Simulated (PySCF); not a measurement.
## Löwdin shares of the frontier orbitals

Species: C5H6Cl2O2.
Numbering: `[O:1]=[C:2]1[CH2:3][C@@H:4]([Cl:5])[C@@H:6]([Cl:7])[CH2:8][O:9]1` (hydrogens: H10, H11 on C3; H12 on C4; H13 on C6; H14, H15 on C8)

The calculation used PySCF, TDDFT B3LYP/def2-SVPD, vertical, gas phase, core orbitals frozen in the response. The structure is a single PBE0-D3(BJ)/def2-SVP conformer in the gas phase; no vibrational or solvent corrections.

Frontier orbitals with the atoms that hold most of them (Löwdin shares over 4%, at most four atoms; ? is withheld):

```tsv
orbital	ε (eV)	atoms
HOMO-3	-8.96	Cl5 39%, O9 18%, O1 14%, C4 6%
HOMO-2	-8.79	Cl7 35%, Cl5 34%, C6 6%, O9 6%
HOMO-1	-8.72	?
HOMO	-8.06	O1 61%, C2 10%, Cl5 9%, C3 9%
LUMO	-0.88	?
LUMO+1	-0.43	Cl7 36%, C6 17%, C4 8%, Cl5 7%
LUMO+2	-0.28	Cl5 17%, C2 14%, O1 9%, C4 8%
```

Problem. Give the leading atoms of the LUMO.

Solution. C2 (bonded to C and 2 O) 22%; O1 (bonded to C) 16%; Cl5 (bonded to C) 13%; O9 (bonded to 2 C) 9%. By element: oxygen 25%, carbon 22% or more, chlorine 13% or more.

Problem. Give the leading atoms of the HOMO-1.

Solution. Cl7 (bonded to C) 42%; Cl5 (bonded to C) 19%; O9 (bonded to 2 C) 11%; O1 (bonded to C) 8%. By element: chlorine 61%, oxygen 19%.

Problem. The HOMO–LUMO gap is 7.18 eV. Where does the response calculation put the lowest singlet, and from which orbitals?

Solution. S1 is at 5.57 eV (f = 0.0005), 1.61 eV below the gap, made of HOMO→LUMO (76%), HOMO→LUMO+2 (15%). 

Next come S2 at 6.76 eV (f 0.014), HOMO→LUMO+1 (40%), HOMO→LUMO+2 (26%), HOMO→LUMO (18%); S3 at 6.89 eV (f 0.0050), HOMO-1→LUMO (31%), HOMO-2→LUMO (22%), HOMO→LUMO+1 (21%); S4 at 6.92 eV (f 0.0017), HOMO→LUMO+2 (34%), HOMO→LUMO+1 (29%), HOMO-1→LUMO (18%); S5 at 6.96 eV (f 0.0077), HOMO-2→LUMO (44%), HOMO-1→LUMO (26%), HOMO-3→LUMO (10%).
